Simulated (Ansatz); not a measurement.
Consider the ligand exchange at the Si–S bond: `[SiH3]S[SiH2]S` + H₂Se → `S[SiH2][SeH]` + `[SiH3]S`.

Computed with Ansatz on PBE0-D4/def2-TZVP structures; ΔE is electronic, products minus reactants. CCSD(T)/CBS adds triple-zeta CCSD(T) − MP2 to the extrapolated MP2 energy (def2 sets, frozen cores). DFT in def2-TZVPP. For Se outer-core shells are correlated without core-valence functions, which leaves a few kJ/mol of doubt a bond. Scalar relativity is left out up to krypton. One conformer a species, not always the lowest.

`[SiH3]S[SiH2]S`:

Z-matrix (Å, degrees):
```
Si
S 1 2.138
H 1 1.482 2 106.9
H 1 1.482 2 111.5 3 120.1
H 1 1.488 2 109.7 3 -119.1
Si 2 2.134 1 97.6 3 154.8
S 6 2.137 2 115.0 1 53.8
H 6 1.480 2 105.3 1 171.0
H 6 1.482 2 109.9 1 -68.4
H 7 1.343 6 93.9 2 -89.1
```

H₂Se:

Z-matrix (Å, degrees):
```
Se
H 1 1.467
H 1 1.467 2 91.2
```

`S[SiH2][SeH]`:

Z-matrix (Å, degrees):
```
Si
Se 1 2.280
S 1 2.128 2 108.9
H 1 1.482 2 112.9 3 114.9
H 1 1.484 2 108.1 3 -123.3
H 2 1.470 1 92.5 3 154.4
H 3 1.344 1 94.4 2 -59.0
```

`[SiH3]S`:

Z-matrix (Å, degrees):
```
Si
S 1 2.137
H 1 1.485 2 111.6
H 1 1.485 2 111.6 3 -122.0
H 1 1.482 2 104.8 3 119.0
H 2 1.344 1 94.7 3 60.9
```

| level | ΔE (kcal/mol) |
| --- | --- |
| B2PLYP | 0.2 |
| HF/CBS(def2) | -1.2 |

(1) What does CCSD(T)/CBS give? (Best estimate.)

Largest T1 diagnostic among the species: 0.012.

Results:

(1) Computed: +1.0 kcal/mol. The listed levels differ from it by -0.8, -2.2 kcal/mol.

The D4 term adds +2.1 kcal/mol with B3LYP and +1.2 kcal/mol with PBE0; it sums over pairs of atoms, weighted by their polarisabilities, and B3LYP, whose exchange is more repulsive, gets the larger term. In def2-TZVPP, CCSD(T) changes the Hartree–Fock value by +2.5 kcal/mol (the triples alone add +0.6 kcal/mol) and MP2 by +2.8 kcal/mol.

B3LYP here is the variant with VWN-RPA as its local correlation; programs differ in this.
